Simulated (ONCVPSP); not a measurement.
# beryllium (Be): variants of one ONCV potential

Base potential:

* Element: Be (Z = 4)
* Generator: ONCVPSP 4.0.1
* Type: optimised norm-conserving Vanderbilt (ONCV)
* Functional: LDA (Perdew-Wang 92)
* Relativity: non-relativistic
* Frozen core: [He]
* Valence charge: 2
* Reference configuration: 2s1.5 2p0.5
* Partial waves: 2s: rc 2.00 bohr, ncon 3, nbas 6, qcut 2.8 1/bohr, 2 projectors, debl 3.6 Ha; 2p: rc 4.00 bohr, ncon 4, nbas 9, qcut 3.1 1/bohr, 3 projectors, debl 0.5 Ha; d scattering state at 0.07 Ha: rc 3.55 bohr, ncon 4, nbas 8, qcut 3 1/bohr, 2 projectors, debl 0.6 Ha
* Local potential: polynomial inside 1.95 bohr (lpopt 5, dvloc0 0 Ha)
* Core correction: none

Cutoffs, loose and tight: the cutoffs (Ha) at which the residual kinetic energy of the hardest occupied pseudo-wave falls to 1 and 0.1 mHa per electron. They do not see the model core or the augmentation charge, which bear on the density cutoff. Test errors are all-electron minus pseudo excitation energies from the reference, over the configurations 2s2 2p0; 2s1 2p0; 2s1.5 2p0; 2s0 2p1. A dash means not determined; rows that change the core or the reference have their own tests.

For the base: The cutoffs count occupied waves only; projector 2 of the s channel, the hardest unoccupied one, needs 29 Ha at the loose tolerance.

```
      change    outcome  cutoff, loose  cutoff, tight  bound ghosts  GHOST(+) flags above zero  largest test error (meV)
        base  generated         4.4 Ha          20 Ha          none                       none                       -82
 p: debl 0.2  generated         4.4 Ha          20 Ha          none                          p                       -81
p: debl 0.25  generated         4.4 Ha          20 Ha          none                       none                       -82
 p: debl 0.4  generated         4.4 Ha          20 Ha          none                       none                       -82
p: debl 0.55  generated         4.4 Ha          20 Ha          none                       none                       -82
 p: debl 0.7  generated         4.4 Ha          20 Ha          none                       none                       -82
   p: debl 1  generated         4.4 Ha          20 Ha          none                       none                       -83
p: debl 2.25  generated         4.4 Ha          20 Ha          none                          p                      -259
p: debl 3.25  generated         4.4 Ha          20 Ha          none                          p                      -268
 p: debl 4.5  generated         4.4 Ha          20 Ha          none                          p                      -261
```

Task: What comes out with this change to the base: p: debl 1.5?

Result: outcome: generated; cutoff, loose: 4.4 Ha; cutoff, tight: 20 Ha; bound ghosts: none; GHOST(+) flags above zero: none; largest test error (meV): -92.

Reading the sweep of the debl of the p channel (base included, trends over the rows without a ghost): The loose cutoff stays near 4.4 Ha. The median size of the test errors (rows with all tests solved) stays near 35.3 meV.
